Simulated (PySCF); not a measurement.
This PySCF input asks for the spin–spin couplings of B$_{2}$F$_{3}$H$_{3}$; the geometry comes from PBE0-D3(BJ)/def2-SVP.

```python
import basis_set_exchange as bse
import numpy as np
from pyscf import gto, dft
from pyscf.data import nist
from pyscf.prop import ssc

atoms = """
B     0.795402    0.313790   -0.261397
F     1.170943    1.522895    0.128395
F     1.595701   -0.415352   -1.030862
H     0.408004   -0.473642    0.796320
B    -0.803148   -0.318370    0.263209
F    -1.565291    0.463063    1.037883
H    -1.154128   -1.415256   -0.084907
H    -0.447464    0.322872   -0.848641
"""
names = dict.fromkeys(["B", "F", "H"], "pcJ-1")
basis = {el: gto.basis.parse(bse.get_basis(n, elements=[el], fmt="nwchem")) for el, n in names.items()}
mol = gto.M(atom=atoms, basis=basis, charge=0, verbose=0)
mf = dft.RKS(mol, xc="B3LYP")
mf.grids.level = 2
mf.grids.alignment = dft.numint.BLKSIZE   # the property module wants whole blocks of grid points
mf.conv_tol = 1e-9
mf.kernel()

sc = ssc.RKS(mf)
sc.with_fcsd = True   # Fermi contact and spin-dipole together
sc.max_cycle_cphf = 60
g = {"B": 1.7924326, "F": 5.257736, "H": 5.58569468}   # nuclear g factors of 11B, 19F, 1H
sc.nuc_pair = [(i, j) for i in range(mol.natm) for j in range(i + 1, mol.natm)
               if mol.atom_pure_symbol(i) in g and mol.atom_pure_symbol(j) in g]
K = sc.kernel()
unit = nist.HARTREE2J / nist.PLANCK * (0.5 * nist.E_MASS / nist.PROTON_MASS) ** 2
for (i, j), k in zip(sc.nuc_pair, K):
    a, b = mol.atom_pure_symbol(i), mol.atom_pure_symbol(j)
    J = unit * g[a] * g[b] * np.trace(k) / 3
    if abs(J) >= 1:
        print("%s%d %s%d %8.1f Hz" % (a, i, b, j, J))
```

**Question.** What are the results?

**Answer.** 
```
B0 F1    -96.2 Hz
B0 F2    -92.5 Hz
B0 H3     65.0 Hz
B0 B4      8.9 Hz
B0 H6     28.9 Hz
B0 H7     64.8 Hz
F1 F2    -91.8 Hz
F1 H3     26.7 Hz
F1 B4     -6.5 Hz
F1 F5     11.8 Hz
F1 H6     24.6 Hz
F1 H7     26.7 Hz
F2 H3     23.7 Hz
F2 B4     10.0 Hz
F2 F5    -57.6 Hz
F2 H6     -1.7 Hz
F2 H7     23.7 Hz
H3 B4     51.9 Hz
H3 F5     24.7 Hz
H3 H6    -11.0 Hz
H3 H7     44.2 Hz
B4 F5   -124.8 Hz
B4 H6    182.7 Hz
B4 H7     52.1 Hz
F5 H6     50.2 Hz
F5 H7     24.6 Hz
H6 H7    -11.0 Hz
```

These numbers come from an equivalent density-fitted implementation of the same equations, which agrees with the script to about 0.1 Hz, so last digits may differ.

Size and cost of the density-fitted run: 165 basis functions, 15 s wall time on 1 thread of an Arm Neoverse V2, shared host.
